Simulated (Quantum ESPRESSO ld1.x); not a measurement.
All-electron atom: Ge VI in [Ne] 3s1.75 3p6 3d9.25 (fractional occupations, a model configuration). All-electron calculation, scalar-relativistic Kohn-Sham, LDA (Slater exchange, VWN5 correlation), spin-polarised, spherical densities, point nucleus; open shells are filled with parallel spins first. Program: ld1.x of Quantum ESPRESSO 7.5.

Unscreened Slater integrals over Kohn-Sham orbitals (hartree). They are taken over the spin-up orbitals.

integral     value
F0(3d,3d)   1.3470
F2(3d,3d)  0.63967
F4(3d,3d)  0.40125
F0(3d,3p)   1.3755
F2(3d,3p)  0.65872
G1(3d,3p)  0.80304
G3(3d,3p)  0.49469
F0(3d,3s)   1.3929
G2(3d,3s)  0.61238
F0(3d,2p)   1.8383
F2(3d,2p)  0.39485
G1(3d,2p)  0.30968
G3(3d,2p)  0.17639
F0(3p,3p)   1.4174
F2(3p,3p)  0.70969
F0(3p,3s)   1.4348
G1(3p,3s)  0.94892
F0(3p,2p)   1.9221
F2(3p,2p)  0.39596
G0(3p,2p)  0.15329
G2(3p,2p)  0.16237
F0(3s,3s)   1.4541
F0(3s,2p)   1.9351
G1(3s,2p)  0.16212
F0(2p,2p)   4.9650
F2(2p,2p)   2.3445

Derived for the open shells (J is the average intra-shell exchange parameter used in DFT+U). 3d: Racah B = F2/49 - 5 F4/441 = 0.008505 hartree, C = 35 F4/441 = 0.03185 hartree, C/B = 3.74, F4/F2 = 0.627, J = (F2 + F4)/14 = 0.07435 hartree.
